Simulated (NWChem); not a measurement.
System: BeF₂; SMILES [Be]([F])[F]

Program: NWChem. The level has its own optimisation; frequencies are unscaled.

### Question
Predict the results for PBE0-D3(BJ)/def2-TZVP. Quantities: r Be–F (Å); highest harmonic frequency (cm⁻¹); lowest (cm⁻¹); zero-point energy (kcal/mol).

### Answer
The r Be–F (Å) is 1.378 and the highest harmonic frequency (cm⁻¹) comes out as 1571. The lowest (cm⁻¹) comes out as 342 and the zero-point energy (kcal/mol) is 4.3.
